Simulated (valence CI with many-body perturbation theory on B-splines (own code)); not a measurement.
Values are calculated unless marked as measured or tabulated.
**Level structure of Rb³⁰⁺**

Level of theory: valence CI with perturbative core correlation (CI+MBPT): five valence electrons over a frozen Dirac-Fock core [He], a basis of 9 s, 9 p, 8 d, 6 f, 3 g, 1 h functions for each j, with the one-electron correlation potential Σ1, the two-electron term Σ2, the three-electron term Σ3, Breit, model QED; selected CI, second order for the rest (own B-spline code, finite nucleus).

No measured spectrum was set against this ion. As an estimate, large intervals hold to a few tenths of a per cent, small ones and those within an open d or f shell to about a per cent. Among the levels kept, up to 1500 cm⁻¹ of a level comes from second order outside the variational space, and about a tenth of that is noise between levels of different J, which matters for small intervals.

Levels 46 to 86 of 86, with energies above the lowest level, (2s^2 2p1/2^2 2p3/2) J=3/2. "Leading %" is the weight of the configuration and term that name the level; weights of strongly mixed levels are sums over their largest components and can fall short. In the jj column 3d3/2^4 stands for four electrons in 3d with j = 3/2.

| No. | Configuration | Term | J | E (Ry) | Leading % | Leading jj | g | Second component |
| --- | --- | --- | --- | --- | --- | --- | --- | --- |
| 46 | 2s²2p²3d | ⁴D | 3/2 | 159.72 | 42 | 2s^2 2p1/2 2p3/2 3d5/2 (85 %) | 1.215 | 25 % 2s²2p²3d ²P |
| 47 | 2s2p³3s | ⁴S° | 3/2 | 159.78 | 45 | 2s 2p1/2^2 2p3/2 3s (47 %) | 1.625 | 15 % 2s²2p²3p ²P° |
| 48 | 2s²2p²3d | ⁴F | 9/2 | 159.99 | 52 | 2s^2 2p1/2 2p3/2 3d5/2 (95 %) | 1.223 | 47 % 2s²2p²3d ²G |
| 49 | 2s²2p²3p | ⁴S° | 3/2 | 160.15 | 21 | 2s^2 2p3/2^2 3p1/2 (61 %) | 1.482 | 17 % 2s²2p²3p ²D° |
| 50 | 2s²2p²3d | ⁴D | 5/2 | 160.28 | 39 | 2s^2 2p1/2 2p3/2 3d3/2 (53 %) | 1.246 | 33 % 2s²2p²3d ²D |
| 51 | 2s²2p²3p | ²D° | 5/2 | 160.29 | 54 | 2s^2 2p3/2^2 3p1/2 (90 %) | 1.183 | 21 % 2s²2p²3p ²F° |
| 52 | 2s²2p²3d | ⁴P | 3/2 | 160.40 | 46 | 2s^2 2p1/2 2p3/2 3d3/2 (82 %) | 1.399 | 26 % 2s²2p²3d ²P |
| 53 | 2s²2p²3d | ⁴P | 1/2 | 160.56 | 53 | 2s^2 2p1/2 2p3/2 3d3/2 (89 %) | 2.080 | 27 % 2s²2p²3d ²S |
| 54 | 2s²2p²3p | ²D° | 5/2 | 160.79 | 53 | 2s^2 2p3/2^2 3p3/2 (95 %) | 1.260 | 29 % 2s²2p²3p ⁴P° |
| 55 | 2s²2p²3p | ²P° | 1/2 | 160.82 | 62 | 2s^2 2p3/2^2 3p3/2 (84 %) | 1.058 | 25 % 2s²2p²3p ²S° |
| 56 | 2s²2p²3d | ²D | 5/2 | 160.84 | 60 | 2s^2 2p1/2 2p3/2 3d5/2 (68 %) | 1.137 | 22 % 2s²2p²3d ²F |
| 57 | 2s²2p²3p | ²F° | 7/2 | 160.88 | 51 | 2s^2 2p3/2^2 3p3/2 (94 %) | 1.277 | 46 % 2s²2p²3p ⁴D° |
| 58 | 2s²2p²3d | ²F | 7/2 | 160.95 | 49 | 2s^2 2p1/2 2p3/2 3d5/2 (79 %) | 1.085 | 34 % 2s²2p²3d ²G |
| 59 | 2s²2p²3d | ²D | 3/2 | 161.02 | 71 | 2s^2 2p1/2 2p3/2 3d5/2 (92 %) | 0.897 | 18 % 2s²2p²3d ²P |
| 60 | 2s²2p²3d | ²P | 1/2 | 161.10 | 76 | 2s^2 2p1/2 2p3/2 3d5/2 (86 %) | 0.856 | 16 % 2s²2p²3d ²S |
| 61 | 2s2p³3p | ⁶P | 3/2 | 161.83 | 62 | 2s 2p1/2^2 2p3/2 3p1/2 (72 %) | 2.097 | 18 % 2s2p³3p ⁴P |
| 62 | 2s2p³3p | ⁶P | 5/2 | 161.95 | 49 | 2s 2p1/2^2 2p3/2 3p1/2 (68 %) | 1.653 | 27 % 2s2p³3p ⁴P |
| 63 | 2s²2p²3p | ²P° | 1/2 | 162.06 | 85 | 2s^2 2p3/2^2 3p1/2 (88 %) | 0.684 | 7 % 2s²2p²3p ⁴D° |
| 64 | 2s²2p²3p | ²P° | 3/2 | 162.14 | 28 | 2s^2 2p3/2^2 3p3/2 (44 %) | 1.322 | 21 % 2s2p³3s ⁴D° |
| 65 | 2s2p³3s | ⁴D° | 1/2 | 162.27 | 57 | 2s 2p1/2^2 2p3/2 3s (80 %) | 0.532 | 23 % 2s2p³3s ²P° |
| 66 | 2s²2p²3p | ²P° | 3/2 | 162.68 | 29 | 2s^2 2p3/2^2 3p3/2 (52 %) | 1.315 | 15 % 2s2p³3s ⁴D° |
| 67 | 2s2p³3p | ⁶P | 7/2 | 163.06 | 71 | 2s 2p1/2^2 2p3/2 3p3/2 (72 %) | 1.613 | 22 % 2s2p³3p ⁴D |
| 68 | 2s²2p²3p | ²P° | 3/2 | 163.11 | 67 | 2s^2 2p3/2^2 3p3/2 (93 %) | 1.297 | 12 % 2s²2p²3p ²D° |
| 69 | 2s2p³3s | ⁴D° | 5/2 | 163.51 | 55 | 2s 2p1/2 2p3/2^2 3s (77 %) | 1.509 | 19 % 2s2p³3s ⁶S° |
| 70 | 2s2p³3p | ⁴P | 3/2 | 163.59 | 57 | 2s 2p1/2^2 2p3/2 3p3/2 (78 %) | 1.673 | 15 % 2s2p³3p ²P |
| 71 | 2s2p³3p | ⁴P | 5/2 | 163.95 | 49 | 2s 2p1/2^2 2p3/2 3p3/2 (63 %) | 1.552 | 25 % 2s2p³3p ⁶P |
| 72 | 2s2p³3p | ⁴P | 1/2 | 164.06 | 69 | 2s 2p1/2^2 2p3/2 3p3/2 (69 %) | 2.058 | 9 % 2s2p³3p ²P |
| 73 | 2s2p³3s | ²D° | 3/2 | 164.29 | 39 | 2s 2p1/2 2p3/2^2 3s (79 %) | 1.238 | 23 % 2s2p³3s ⁴D° |
| 74 | 2s²2p²3d | ²F | 7/2 | 164.49 | 53 | 2s^2 2p3/2^2 3d5/2 (96 %) | 1.232 | 35 % 2s²2p²3d ⁴D |
| 75 | 2s²2p²3d | ²G | 9/2 | 164.66 | 52 | 2s^2 2p3/2^2 3d5/2 (94 %) | 1.211 | 46 % 2s²2p²3d ⁴F |
| 76 | 2s²2p²3d | ²D | 3/2 | 164.72 | 46 | 2s^2 2p3/2^2 3d3/2 (91 %) | 1.073 | 18 % 2s²2p²3d ⁴P |
| 77 | 2s²2p²3d | ²P | 1/2 | 164.74 | 71 | 2s^2 2p3/2^2 3d3/2 (49 %) | 0.857 | 11 % 2s²2p²3d ⁴D |
| 78 | 2s²2p²3d | ²D | 5/2 | 164.75 | 33 | 2s^2 2p3/2^2 3d3/2 (78 %) | 1.212 | 22 % 2s²2p²3d ⁴D |
| 79 | 2s2p³3s | ⁴D° | 7/2 | 164.77 | 97 | 2s 2p1/2 2p3/2^2 3s (97 %) | 1.421 |  |
| 80 | 2s²2p²3d | ²F | 7/2 | 165.04 | 49 | 2s^2 2p3/2^2 3d3/2 (93 %) | 1.070 | 34 % 2s²2p²3d ²G |
| 81 | 2s2p³3p | ⁴D | 1/2 | 165.15 | 33 | 2s 2p1/2^2 2p3/2 3p1/2 (72 %) | 1.008 | 30 % 2s2p³3p ²P |
| 82 | 2s2p³3p | ⁴F | 3/2 | 165.23 | 39 | 2s 2p1/2^2 2p3/2 3p1/2 (82 %) | 0.837 | 19 % 2s2p³3p ²D |
| 83 | 2s²2p²3d | ²S | 1/2 | 165.48 | 49 | 2s^2 2p3/2^2 3d3/2 (44 %) | 1.937 | 29 % 2s²2p²3d ⁴P |
| 84 | 2s2p³3s | ²D° | 5/2 | 165.55 | 77 | 2s 2p1/2 2p3/2^2 3s (96 %) | 1.237 | 18 % 2s2p³3s ⁴D° |
| 85 | 2s²2p²3d | ²P | 3/2 | 165.76 | 60 | 2s^2 2p3/2^2 3d5/2 (82 %) | 1.258 | 14 % 2s²2p²3d ⁴P |
| 86 | 2s²2p²3d | ²D | 5/2 | 165.92 | 62 | 2s^2 2p3/2^2 3d5/2 (84 %) | 1.126 | 24 % 2s²2p²3d ²F |
